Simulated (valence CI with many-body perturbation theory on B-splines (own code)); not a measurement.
**Pr I: key properties**

Calculated by configuration interaction combined with many-body perturbation theory (CI+MBPT): five valence electrons over a frozen Dirac-Fock core [Xe], a basis of 7 s, 7 p, 7 d, 7 f, 4 g, 2 h functions for each j, with the one-electron correlation potential Σ1 (screened to all orders), the two-electron term Σ2, the three-electron term Σ3, Breit, model QED; selected single and double excitations, second order for the rest (own B-spline code, finite nucleus).

Set against measurement, 15 paired levels are off by 1713 cm⁻¹ on average, the worst by 2504. These come from a selection out of the NIST Handbook of Basic Atomic Spectroscopic Data. Levels without a partner in it may be off by more, other configurations by several thousand cm⁻¹. Not all symmetries were solved, so the list stops early. Among the levels kept, up to 1500 cm⁻¹ of a level comes from second order outside the variational space, and about a tenth of that is noise between levels of different J, which matters for small intervals.

Names give the largest LS component (configuration and term), which can be under half, so a name can repeat, a term be missing and a line seem to break the LS rules; names also repeat where a configuration has a term twice.

Rates and lifetimes use the calculated energies. Strong lines usually hold to 10 to 20 %, long lifetimes can be off by a factor of two.

What is the ground level?

4f³6s² ⁴I°_9/2, composition 85 % 4f³6s² ⁴I° + 4 % 4f³6p² ⁴I° + 3 % 4f³6s² ²H°, g = 0.733.

How is the term ⁴I° of the ground level split?

J = 9/2 at 0.0, J = 11/2 at 1437, J = 13/2 at 2938, J = 15/2 at 4495 cm⁻¹.

What are the static dipole polarisabilities of the lowest levels?

4f³6s² ⁴I°_9/2 213 (tensor 2.7) bohr³, of which the core gives 4.58. The recommended value for the atom is 216 ± 20 bohr³ (Schwerdtfeger and Nagle, table of static dipole polarizabilities (2023 update)).

Where does the other parity begin?

At 4f²5d6s² ²H_9/2, 2065 cm⁻¹.

How well does LS coupling describe the low levels?

Among the lowest 20 levels the leading LS term, summed over configurations, holds 82 % on average. For single configurations the figures are 68 % in LS and 51 % in jj coupling. Terms mix most in the J = 9/2 level at 3438 cm⁻¹, where the leading one holds 47 %.
